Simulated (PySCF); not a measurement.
# triphenylphosphine oxide (C18H15OP): Computed beside measured shifts

System: triphenylphosphine oxide (C18H15OP), SMILES O=P(c1ccccc1)(c1ccccc1)c1ccccc1.

Atom-mapped SMILES (hydrogens are numbered by the atom that bears them): [O:1]=[P:2]([c:3]1[cH:4][cH:5][cH:6][cH:7][cH:8]1)([c:9]1[cH:10][cH:11][cH:12][cH:13][cH:14]1)[c:15]1[cH:16][cH:17][cH:18][cH:19][cH:20]1

Method: GIAO KT3/pcSseg-1, gas phase, PySCF SCF with an in-house response code, fitting set def2-universal-JFIT, grid level 2, non-relativistic, geometry: GFN2-xTB.

One optimised conformer. Values are averaged over the atoms that symmetry or fast rotation interchanges, on this one geometry and without vibrational averaging. Shifts are the reference shielding less the shielding here, at the same level (13C, 1H against isolated TMS; 17O against isolated H2O; 31P against isolated PH3); nuclei without a reference have shieldings only.

Task: What shifts does this level give for C3/9/15, C4/8/10/14/16/20, C5/7/11/13/17/19, C6/12/18, and how do they compare with measurement?

Result: 
```
            atom  nucleus  computed / ppm  measured / ppm  computed less measured  measured against  medium of the measurement
         C3/9/15      13C           130.4           135.6                    -5.2               TMS                   solution
C4/8/10/14/16/20      13C           125.4           132.3                    -6.9               TMS                   solution
C5/7/11/13/17/19      13C           121.4           128.8                    -7.4               TMS                   solution
        C6/12/18      13C           124.2           132.3                    -8.1               TMS                   solution
```

Measured values: E. Pretsch, P. Bühlmann, M. Badertscher, Structure Determination of Organic Compounds, 4th ed., Springer 2009.
